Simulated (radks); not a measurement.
Q: Te3+, configuration [Kr] 4d10 5s2 6p1 (not the ground configuration). Calculated with a radial shooting solver on a logarithmic mesh with Libxc functionals: Dirac Kohn-Sham, RPBE, spin-unpolarised, spherical densities, finite nucleus; open shells are shared between the two j in proportion to 2j + 1; Fermi nuclear charge, rms radius 4.7423 fm.

Spin-orbit splittings of the eigenvalues, e(l+1/2) - e(l-1/2), with zeta = 2 splitting/(2l+1) and mean radii in bohr:

| shell | occ. | splitting (eV) | zeta (eV) | <r> j=l-1/2 | <r> j=l+1/2 |
|---|---|---|---|---|---|
| 2p | 6 | 274.5 | 183.0 | 0.1008 | 0.1064 |
| 3p | 6 | 51.17 | 34.11 | 0.3122 | 0.3236 |
| 3d | 10 | 10.70 | 4.280 | 0.2946 | 0.2982 |
| 4p | 6 | ? | ? | 0.8007 | 0.8288 |
| 4d | 10 | 1.487 | 0.5950 | 0.9540 | 0.9652 |
| 6p | 1 | 0.3480 | 0.2320 | 4.501 | 4.585 |

Estimate the 4p splitting.

A: 9.714 eV (zeta = 6.476 eV).
